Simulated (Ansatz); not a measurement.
## ClGaHNO: where a starting geometry ends

The starting geometry of this gas-phase singlet was optimised with GFN2-xTB.

```xyz
5

Cl   -0.4122    2.0904   -0.9075
Ga    1.4794    1.1937   -0.4444
N     3.3782    0.9014   -1.4503
O     3.1146    0.6713   -2.6525
H     3.7555    0.0322   -0.9802
```

Q: Where would you expect an optimisation with B3LYP-D3(BJ)/def2-SVP to take it?

A: It loosens into ClGa + HNO, which stay close as a complex. Contacts that open: Ga2–N3 (2.17 → 2.57 Å).

The energy falls by 0.62 eV over 36 steps:

```json
{"step": "1", "E − E(last) (eV)": "0.616"}
{"step": "5", "E − E(last) (eV)": "0.207"}
{"step": "9", "E − E(last) (eV)": "0.168"}
{"step": "13", "E − E(last) (eV)": "0.160"}
{"step": "17", "E − E(last) (eV)": "0.159"}
{"step": "20", "E − E(last) (eV)": "0.158"}
{"step": "24", "E − E(last) (eV)": "0.155"}
{"step": "28", "E − E(last) (eV)": "0.046"}
{"step": "32", "E − E(last) (eV)": "0.001"}
{"step": "36", "E − E(last) (eV)": "0.000"}
```

Final geometry (Å):

```xyz
5

Cl    0.9675    2.4365   -0.8484
Ga    0.6800    0.1917   -0.3617
N     2.9659    0.5669   -1.4648
O     3.2822    0.2017   -2.5571
H     3.4200    1.4921   -1.2028
```

The end wasn't checked by frequencies. Run with Ansatz 0.2.0, 120 s on 1 thread of Arm Neoverse V1, with other jobs on the host.
